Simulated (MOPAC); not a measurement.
MOPAC input (AM1):

```
AM1 1SCF CHARGE=1 UHF MS=3 GEO-OK AUX(PRECISION=9) THREADS=1
Mn

Mn    0.00000000 1    0.00000000 1    0.00000000 1
```

From its output:

```
          Parameters for some elements are missing

           Empirical Formula: Mn  =     1 atoms

 ******************************************************************************
 *                                                                            *
 *     Error and normal termination messages reported in this calculation     *
 *                                                                            *
 * Parameters for some elements are missing                                   *
 * JOB ENDED NORMALLY                                                         *
 *                                                                            *
 ******************************************************************************

 == MOPAC DONE ==
```

The input was rejected before any calculation.
